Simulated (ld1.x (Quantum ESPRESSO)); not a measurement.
## Building the ultrasoft potential for V (LDA (PZ), scalar-relativistic).

- Element: vanadium (V)
- Generator: ld1.x (Quantum ESPRESSO) 7.5
- Type: ultrasoft
- Functional: LDA (PZ)
- Relativity: scalar-relativistic
- Frozen core: [Ar]
- Valence charge: 5
- Reference configuration: 3d3 4s1.75 4p0.25
- Partial waves: 4s (bound): rcut 2.80, rcutus 3.00 bohr; 4s channel at 3.3 Ry: rcut 2.80, rcutus 3.00 bohr; 4p (bound): rcut 3.15, rcutus 3.40 bohr; 4p channel at 0.4 Ry: rcut 3.15, rcutus 3.40 bohr; 3d (bound): rcut 1.85, rcutus 2.15 bohr; 3d channel at 0.75 Ry: rcut 1.85, rcutus 2.15 bohr; 4f channel at 0.45 Ry: rc 2.60 bohr
- Local potential: the f channel
- Core correction: a·sin(br)/r model core inside 1.40 bohr
- Augmentation charge: built from norm-conserving waves at rcut, not smoothed further

All-electron outer shells of the reference configuration (LDA (PZ), scalar-relativistic, ld1.x):

```json
{"shell": "3s", "level (eV)": "-70.20", "outermost node (bohr)": "0.38", "outermost maximum (bohr)": "0.82"}
{"shell": "3p", "level (eV)": "-44.32", "outermost node (bohr)": "0.35", "outermost maximum (bohr)": "0.84"}
{"shell": "3d", "level (eV)": "-5.73", "outermost node (bohr)": "–", "outermost maximum (bohr)": "0.88"}
{"shell": "4s", "level (eV)": "-5.08", "outermost node (bohr)": "1.17", "outermost maximum (bohr)": "2.72"}
{"shell": "4p", "level (eV)": "-1.72", "outermost node (bohr)": "1.30", "outermost maximum (bohr)": "3.59"}
```

Q: Does the generator finish with these settings?

A: Yes, a potential is produced and its reference levels are reproduced.

Q: Is the overlap operator S = 1 + Σ q|β⟩⟨β| positive definite (Bessel basis up to 400 Ry)?

A: Yes: its lowest eigenvalue is 0.33 (s channel).

Its largest configuration-test error is -0.9 meV (3d3 4s1 4p0). Test run stopped at test 3 of 9 (negative rho).

A Bessel basis up to 400 Ry misses an occupied level by 0.34 Ry, so cutoffs and ghosts were not judged.
